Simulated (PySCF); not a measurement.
Rb(Cl) anion (ClRb), SMILES [Rb][Cl] (connectivity only; charge and spin as stated), charge -1, multiplicity 2.

The structure is a stationary point at PBE-D3(BJ)/def2-TZVPD. The spin state was assumed, not searched. The def2 effective core potentials stand for the cores of Rb; spin–orbit coupling is left out.

Two levels are set side by side: PBE/def2-TZVPD (PySCF) and CAM-B3LYP/def2-TZVPD (PySCF). Same geometry, gas phase. Differences are taken from unrounded values.

```csv
quantity,CAM-B3LYP
α-spin orbital gap (eV),2.60
β-spin orbital gap (eV),6.28
```

Task: What does PBE give, and how far is it from CAM-B3LYP? (Estimate from the structure and the level; the computed values follow.)

Result: 
| quantity | PBE | PBE minus CAM-B3LYP |
|---|---|---|
| α-spin orbital gap (eV) | 0.86 | -1.74 |
| β-spin orbital gap (eV) | 3.08 | -3.21 |

Rough cost on one machine, each run with all the roots and properties that it gave: CAM-B3LYP against PBE about 3 times.
